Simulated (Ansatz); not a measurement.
**Predicting a hybrid from its neighbours: CH3BFN**

CH3BFN: 7 atoms, total charge 0, spin state singlet. As SMILES, `BN=CF`. The shape is that of a PBE0-D4/def2-TZVP optimisation.

The HOMO–LUMO gap y, in eV, basis aug-cc-pVDZ; a is the functional's share of exact exchange. Programs: Ansatz 0.2.0.

| functional | program | a | y (eV) |
| --- | --- | --- | --- |
| revPBE | Ansatz | 0 | 5.65 |
| r2SCAN | Ansatz | 0 | 6.13 |
| B3LYP | Ansatz | 0.2 | ? |
| PBE0 | Ansatz | 0.25 | 7.95 |
| BHLYP | Ansatz | 0.5 | 9.89 |

Task: Fit y = c + s·a to the known rows and predict B3LYP.

Result: 
1. Means of the 4 rows: a = 0.1875, y = 7.405.
2. Σ(Δa)² = 0.17188, Σ(Δa·Δy) = 1.3788, so the slope is 1.3788/0.17188 = 8.0219.
3. Intercept: 7.405 − (8.0219) × 0.1875 = 5.901. The largest residual of the fit is 0.25.
4. B3LYP: 5.901 + (8.0219) × 0.2 = 7.51 eV.

The run gave 7.51 eV, so the prediction is off by 0.00 eV: they agree to the digits shown. Exact exchange lowers occupied levels and raises empty ones. The rows mix families of semi-local functionals, which the line can't see.
